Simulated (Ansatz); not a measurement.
Complex (SMILES): F (HF) with F (HF), atoms 1 to 2 the first; geometry from B3LYP-D3(BJ)/def2-TZVP, monomers rigid:
```xyz
4

F     -0.1109     0.0578    -0.7031
H      0.2570     0.2171     0.1337
F      1.2812     1.5025    -2.5344
H      0.7179     0.9578    -2.0301
```

The counterpoise-corrected interaction energy at CCSD(T) with Ansatz (a program for electronic structure), in kcal/mol, split into its Hartree-Fock and correlation parts. Cores are frozen. No added dispersion term, no relativity. Functions are those of the species that has most. These sets lack the diffuse functions that weak bonds need.

```
basis    X  functions  Hartree-Fock  CCSD(T)
-------  -  ---------  ------------  -------
cc-pVDZ  2         38         -4.16    -3.87
cc-pVTZ  3         88         -3.91    -4.17
cc-pVQZ  4        170         -3.90    -4.47
cc-pV5Z  5        292         -3.87    -4.58
```

Worked estimate of the basis-set limit from each neighbouring pair, with Hartree-Fock from the larger set and the correlation part extrapolated as X^-3.
Correlation parts: X = 2: 0.29, X = 3: -0.26, X = 4: -0.57, X = 5: -0.71.
- (2,3): (27·(-0.26) - 8·(0.29))/19 = -0.49; with Hartree-Fock -3.91 the estimate is -4.40 kcal/mol.
- (3,4): (64·(-0.57) - 27·(-0.26))/37 = -0.80; with Hartree-Fock -3.90 the estimate is -4.70 kcal/mol.
- (4,5): (125·(-0.71) - 64·(-0.57))/61 = -0.86; with Hartree-Fock -3.87 the estimate is -4.73 kcal/mol.
The last two estimates differ by 0.03 kcal/mol; the largest set lies 0.15 from the last. Over the last step Hartree-Fock moves by 0.03 and the correlation part by -0.14.
